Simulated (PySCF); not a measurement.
## Magnetic susceptibility: `F[C@H]1CCCOCC1`, C6H11FO

Cartesian coordinates in Å; atom numbers follow the order of the lines, from 1:
```xyz
19

F    -0.511   -1.864   -1.157
C    -0.812   -1.304    0.077
C     0.492   -1.059    0.839
C     1.503   -0.240    0.033
C     1.300    1.275    0.168
O    -0.042    1.698    0.246
C    -0.918    1.140   -0.708
C    -1.677   -0.066   -0.143
H    -1.405   -2.069    0.598
H     0.931   -2.032    1.070
H     0.255   -0.555    1.777
H     1.437   -0.540   -1.014
H     2.514   -0.469    0.372
H     1.745    1.633    1.100
H     1.805    1.778   -0.672
H    -1.643    1.925   -0.948
H    -0.388    0.867   -1.627
H    -2.482   -0.330   -0.832
H    -2.114    0.221    0.813
```

Computed, not measured: PySCF 2.14.0, GIAO B3LYP/pcSseg-1 magnetisability, rotational g tensor and spin-rotation constants, non-relativistic, gas phase. Geometry: GFN2-xTB.

Task: What are the magnetisability and the molar susceptibility?

Result: Isotropic -1259 × 10⁻³⁰ J/T², or -75.8 × 10⁻⁶ cm³/mol; principal values -1302, -1251, -1224 × 10⁻³⁰ J/T², anisotropy 68 × 10⁻³⁰ J/T² (root of half the summed squared differences of the principal values). The susceptibility is in cgs units.

Task: Split it along the inertial axes a, b, c into diamagnetic and paramagnetic parts about the centre of mass, with the quadrupole moment.

Result: 
```tsv
axis	χ (10⁻⁶ cm³/mol)	diamagnetic (10⁻⁶ cm³/mol)	paramagnetic (10⁻⁶ cm³/mol)	summed x² of all electrons (Å²)	quadrupole Θ (D Å)
a	-75.4	-539.2	463.9	128.8	-6.50
b	-78.0	-703.9	626.0	89.9	+5.12
c	-74.1	-927.8	853.7	37.2	+1.38
```
Anisotropies 2χaa − χbb − χcc = +1.4 and 2χbb − χaa − χcc = -6.4 × 10⁻⁶ cm³/mol. Θ is traceless in Buckingham's convention.

Task: And the rotational g tensor?

Result: 
| axis | rotational constant (GHz) | g | nuclear part | electronic part |
| --- | --- | --- | --- | --- |
| a | 2.9269 | -0.0127 | 0.6251 | -0.6378 |
| b | 1.9529 | -0.0124 | 0.5619 | -0.5743 |
| c | 1.4483 | -0.0103 | 0.5706 | -0.5809 |

Asymmetric top; isotopes 12C, 19F, 1H, 16O; no vibrational averaging.
